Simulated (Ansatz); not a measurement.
`[SH][Al]([SH])[Cl]` + HBr → `[SH][Al]([Cl])[Br]` + H₂S  (ligand exchange at the Al–S bond)

Gas-phase electronic energies from Ansatz, PBE0-D4/def2-TZVP geometries. CBS: MP2 limit from def2 TZ/QZ plus the TZ coupled-cluster correction, frozen cores. This one scheme is used for every species. Functionals use def2-TZVPP. For Br outer-core shells are correlated without core-valence functions, which leaves a few kJ/mol of doubt a bond. Scalar relativity is left out up to krypton. One conformer a species, not always the lowest.

Q: Is it downhill or uphill in electronic energy at CCSD(T)/CBS, and by how much? (Best estimate.)

A: Computed: Downhill: ΔE = -0.50 eV.

Q: What do these levels give: revPBE-D4, BLYP-D4, r2SCAN-D4, B97M-V, ωB97X-V, PBE-QIDH, r2SCAN, BHLYP, HF/def2-SVP, CCSD/def2-SVP, CCSD(T)/def2-SVP, SCS-MP2/def2-TZVPP? (Estimate.)

A: Ansatz gave: revPBE-D4 -0.42, BLYP-D4 -0.44, r2SCAN-D4 -0.47, B97M-V -0.45, ωB97X-V -0.48, PBE-QIDH -0.49, r2SCAN -0.47, BHLYP -0.52, HF/def2-SVP -0.57, CCSD/def2-SVP -0.51, CCSD(T)/def2-SVP -0.50, SCS-MP2/def2-TZVPP -0.50 eV.

Largest T1 diagnostic among the species: 0.010.

From BLYP to BHLYP (50 % exact exchange), in def2-TZVPP and without D4, ΔE moves by −0.07 eV. In def2-TZVPP, CCSD(T) changes the Hartree–Fock value by +0.11 eV (the triples alone add +0.02 eV) and MP2 by +0.10 eV. Leaving LDA and LC-ωPBE aside and taking each functional with its dispersion term where it has one, the values, not all of them listed here, spread over 0.10 eV, from BHLYP-D4 to revPBE-D4.
